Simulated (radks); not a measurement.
Task: The samarium ion Sm14+, 48 electrons, occupied as [Kr] 4d10 4f1 5s1. Calculated with a radial shooting solver on a logarithmic mesh with Libxc functionals: Dirac Kohn-Sham, PBE, spin-unpolarised, spherical densities, finite nucleus; open shells are shared between the two j in proportion to 2j + 1; Fermi nuclear charge, rms radius 5.0819 fm. Some entries of the table are withheld. Estimate them.

orbital      occ.  eigenvalue (eV)  <r> (bohr)
1s1/2           2        -46915.64     0.02274
2s1/2           2        -7905.327     0.09651
2p1/2           2        -7508.345     0.08074
2p3/2           4        -6905.602     0.08737
3s1/2           2        -1960.298      0.2544
3p1/2           2              (1)      0.2440
3p3/2           4              (2)      0.2567
3d3/2           4        -1370.875         (3)
3d5/2           6        -1344.366         (4)
4s1/2           2        -610.0596      0.5676
4p1/2           2        -543.6165      0.5778
4p3/2           4        -515.0514      0.6032
4d3/2           4              (5)         (6)
4d5/2           6              (7)         (8)
4f5/2    0.428571        -267.2004         (9)
5s1/2           1        -266.8470       1.142
4f7/2    0.571429        -266.2502        (10)
5p1/2           0        -242.1646       1.195
5p3/2           0        -234.2820       1.234
6s1/2           0        -152.1391       1.928

Result: 
(1) 3p1/2 eigenvalue (eV): -1789.477
(2) 3p3/2 eigenvalue (eV): -1667.286
(3) 3d3/2 <r> (bohr): 0.2284
(4) 3d5/2 <r> (bohr): 0.2324
(5) 4d3/2 eigenvalue (eV): -404.6707
(6) 4d3/2 <r> (bohr): 0.6270
(7) 4d5/2 eigenvalue (eV): -399.2582
(8) 4d5/2 <r> (bohr): 0.6350
(9) 4f5/2 <r> (bohr): 0.6782
(10) 4f7/2 <r> (bohr): 0.6816
